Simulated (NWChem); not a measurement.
CH4CdO; SMILES C[O][CdH]

```xyz
7

Cd     0.4643     0.6626     0.1088
H      0.9641     2.1931    -0.2246
O     -0.1295    -1.1708     0.5151
C      0.4072    -2.3530     0.0297
H      1.4734    -2.5099     0.3008
H     -0.1476    -3.2131     0.4526
H      0.3441    -2.4578    -1.0748
```
Atoms are numbered in this order, from 1.

All runs: NWChem. STO-3G and 3-21G are far too small for this property and stand as cheap habits. All runs use the structure optimised with PBE0/def2-SVP. def2 effective core potentials on Cd; no spin-orbit coupling. Field at 589 nm.

```json
[
 {"level": "B3LYP/STO-3G (all-electron, non-relativistic)", "isotropic polarisability (bohr³)": "…", "anisotropy (bohr³)": "…"},
 {"level": "B3LYP/def2-SVP (core potentials)", "isotropic polarisability (bohr³)": "46.7", "anisotropy (bohr³)": "31.1"},
 {"level": "B3LYP/def2-SVPD (core potentials)", "isotropic polarisability (bohr³)": "52.9", "anisotropy (bohr³)": "29.7"}
]
```

Problem. Complete the blanks.

Solution. 
- B3LYP/STO-3G (all-electron, non-relativistic), isotropic polarisability (bohr³): 28.1
- B3LYP/STO-3G (all-electron, non-relativistic), anisotropy (bohr³): 19.5
